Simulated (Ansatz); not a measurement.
MgBr₂⁻. Charge -1, multiplicity 4. Geometry r2SCAN-D4/def2-TZVPD; atoms count from 1.

```tsv
atom	x (Å)	y (Å)	z (Å)
Mg1	0.593	0.795	1.156
Br2	-0.211	-1.610	0.211
Br3	-0.382	0.816	-1.368
```

The highest occupied level of the charge -1 quartet lies above zero (up to 1.20 eV). The electron is either unbound and held by the finite basis, or the level is raised by self-interaction error. In the quartet, Br2 and Br3 lie 2.90 Å apart (atoms count from 1), so these atoms are partly bonded to each other. At PBE0-D4/def2-TZVPD a doublet of charge -1 lies 4.38 eV below the quartet, each at its own geometry. The structure comes from a short search, and lower isomers may exist.

**Question.** Estimate the Mulliken populations from the PBE0/def2-TZVPD orbitals of Ansatz.

**Answer.** 
```csv
atom,charge (e),spin (α − β)
Mg1,-0.53,2.16
Br2,-0.24,0.42
Br3,-0.24,0.42
```
Mulliken values depend strongly on the basis. With diffuse functions, as here, like atoms can get unlike values, and bond orders can come out too low or too high.

**Question.** Where does the spin sit?

**Answer.** Summed by element: Mg 2.16, Br 0.84, of 3 unpaired in all. Largest on single atoms: Mg1 2.16, Br2 0.42, Br3 0.42.

**Question.** And the Mayer bond orders between heavy atoms (over 0.3)?

**Answer.** Br2–Br3 0.44 (2.90 Å).
